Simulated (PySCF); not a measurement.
NMR data sheet: 2-bromo-1-fluorobenzene

```
Formula                               : C6H4BrF
SMILES                                : Fc1ccccc1Br
Point group of the computed structure : Cs
Degrees of unsaturation               : 4
Carbon signals                        : 6
Proton signals                        : 4
```

Bonds (- single, = double, # triple, : aromatic): F1-C2 1.325 Å, C2:C3 1.390 Å, C3:C4 1.392 Å, C4:C5 1.394 Å, C5:C6 1.393 Å, C6:C7 1.394 Å, C7-Br8 1.877 Å, C7:C2 1.396 Å. C3 carries H9; C4 carries H10; C5 carries H11; C6 carries H12.

[PySCF: geometry from PBE0-D3(BJ)/def2-SVP; J couplings at B3LYP/pcJ-1 (pcSseg-1 on Br) (spin–dipole term only in couplings to heteroatoms); shielding tensors at PBE0/pcSseg-1 (GIAO); no relativistic terms; one computed conformer; isolated molecule]

Shifts are taken against calculated references (same method and geometry level): ¹H (σ = 31.27 ppm) and ¹³C (σ = 184.41 ppm) vs TMS; ¹⁹F (σ = 177.25 ppm) vs CFCl3.

```tsv
carbon	δC, type	δH (multiplicity, J in Hz)	HMBC from (abs. J ≥ 3 Hz)	span of the C tensor (ppm)
C2	167.7, C	–	H12, H10, H9	162
C3	121.6, CH	7.21 (m)	H11	187
C4	133.9, CH	7.34 (m)	H12	228
C5	129.2, CH	7.18 (m)	H9	224
C6	140.3, CH	7.64 (ddd, 9.2, 6.4, 1.4)	H10	206
C7	128.6, C	–	H12, H9, H11	144
```

Other nuclei:
```csv
atoms,nucleus,environment,δ (ppm),σ (ppm)
F1,¹⁹F,aryl fluorine,-102.9,280.1
```

Selected couplings (Hz, signed; the shortest-range and largest first, 30 at most; isotopes ¹⁹F, ¹³C, ¹H): ¹J(F1,C2) -313.6, ¹J(C6,H12) 174.4, ¹J(C5,H11) 171.3, ¹J(C3,H9) 171.1, ¹J(C4,H10) 170.3, ¹J(C2,C7) 81.1, ¹J(C2,C3) 76.6, ¹J(C6,C7) 70.1, ¹J(C3,C4) 64.2, ¹J(C4,C5) 62.1, ¹J(C5,C6) 62.1, ²J(F1,C3) 20.4, ²J(F1,C7) 19.8, ²J(C3,C7) 6.9, ²J(C2,C6) 4.5, ²J(C2,C4) 2.1, ²J(C3,C5) -1.4, ³J(H9,H10) 9.2, ³J(H11,H12) 9.2, ³J(F1,H9) 8.7, ³J(H10,H11) 8.3, ³J(C2,C5) 7.7, ³J(C4,C7) 5.8, ³J(C3,C6) 4.8, ³J(F1,C4) 4.2, ³J(F1,C6) -2.3, ⁴J(F1,C5) 6.9, ⁴J(F1,H12) 6.4, ⁴J(F1,H10) 4.4, ⁴J(H10,H12) 1.4.

Carbon types of the structure: 2 × C, 4 × CH, which accounts for all hydrogens. δC 167.7: aromatic carbon bearing fluorine; an ipso carbon deshielded by its heteroatom. δC 140.3, 133.9, 129.2, 121.6: aromatic CH. δC 128.6: aromatic carbon bearing bromine. δH 7.64, 7.34, 7.21, 7.18: hydrogen on an aromatic CH; the ring current deshields protons in the ring plane.

The calculation has no spin–orbit term, so carbons bonded to Br come out too deshielded (the heavy-atom effect is absent). C–F couplings over four or more bonds (about 3 Hz to the para carbon of a fluoroarene) are left out. Common functionals overestimate the size of one-bond C–F couplings by tens of Hz; these are unscaled. Multiplet labels drop couplings under 1 Hz and merge nearly equal ones. Unscaled 3J(H,H) at this level run about 10 % above measured values. Shifts are as computed. Against solution values, carbons near 30 ppm lie about +2 ppm off and those near 130 ppm about +5 ppm; carbons on Br a further +13 ppm. Of 1211 compounds with measured shifts, 218 miss one by over three times the rms of a fit or turn the order of signals round; such compounds aren't used in these exercises. Unscaled 19F shifts against computed CFCl3 carry errors that often reach 10 to 50 ppm.
